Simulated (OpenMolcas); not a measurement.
## Nd⁴⁺: effect of the basis set

```json
{
  "Program": "OpenMolcas",
  "Method": "CASSCF",
  "Active space": "2 electrons in 7 orbitals (4f)",
  "State averaging": "2S+1 = 3 even, 21 roots; 2S+1 = 1 even, 28 roots (27 in the spin-orbit step)",
  "Spin-orbit coupling": "RASSI with atomic mean-field integrals over the reference wave functions, term energies averaged over their components"
}
```

A. ANO-RCC-VDZ [7s6p4d2f], DKH4, point nucleus; cost about 10 core-seconds
B. ANO-RCC-VTZP [8s7p5d3f2g1h], DKH2, point nucleus; cost of the order of 11 core-seconds
C. ANO-R3 [9s8p5d5f3g1h], X2C, finite nucleus; cost of the order of 16 core-seconds
D. ANO-RCC-VQZP [9s8p6d4f3g2h], X2C, point nucleus; cost roughly 27 core-seconds

Energies in cm⁻¹ above 4f² ³H₄, the measured ground level; measured values from the list in Carvajal Gallego et al., Mon. Not. R. Astron. Soc. 518, 332 (2023).

```tsv
Level	A	B	C	D	Measured
4f² ³H₄	0.0	0.0	0.0	0.0	0.0
4f² ³H₅	2981	2983	2955	2973	2834
4f² ³H₆	6093	6097	6042	6078	5743
4f² ³F₂	7811	7775	7759	7760	5894
4f² ³F₃	9742	9708	9674	9687	7785
4f² ¹G₄ [50 %]	9784	9754	9724	9732	
4f² ³F₄ [52 %]	13760	13726	13663	13691	
4f² ¹D₂	27093	26943	26888	26888	20551
4f² ¹I₆	32414	32224	32157	32157	26088
4f² ³P₀	34005	33837	33784	33773	25051
4f² ³P₁	34534	34367	34309	34301	25893
4f² ³P₂	36171	36004	35929	35933	27479
```

Deviations, from unrounded energies. A percentage is the sum of absolute deviations over the sum of measured energies, with the sign that they share, or ± where signs differ.

```json
{"Against measurement": "mean absolute deviation (cm-1)", "Levels": "9", "A": "4800", "B": "4700", "C": "4700", "D": "4700"}
{"Against measurement": "fine structure of the ground term (%)", "Levels": "2", "A": "+5.8", "B": "+5.9", "C": "+4.9", "D": "+5.5"}
{"Against measurement": "other terms of the ground configuration (%)", "Levels": "7", "A": "+31.0", "B": "+30.4", "C": "+30.1", "D": "+30.1"}
```

A, B, C, D lie about equally close to measurement. The largest miss of C in the table is 4f² ³P₀, by +8700 cm-1. The ranking rests on the paired levels alone, and a cruder setting can come out closer through cancelling errors.

Among A to D the level of the table that moves most is 4f² ¹I₆, by 260 cm-1 (lowest in C, highest in A).

Some high roots are left out of the spin-orbit mixing, which shifts the levels that they would mix with. Without dynamic correlation excited terms often stand tens of per cent too high (terms of higher spin than the ground term too low), and those without a measured partner can miss by more than the paired ones. Some levels mix across a computed gap that differs much from the measured one, so their mixing is not that of the real levels. The basis is small and was not contracted for so high a charge (holds for A). Computed and measured levels are paired by configuration, term and J; levels that our copy of the source lacks, or whose pairing is in doubt (as where it misses far off the trend of its configuration), stay unpaired and out of the deviations. Only configurations of the active space appear.

A share in square brackets marks a mixed level and gives the weight of the term that names it, the lowest over the columns.
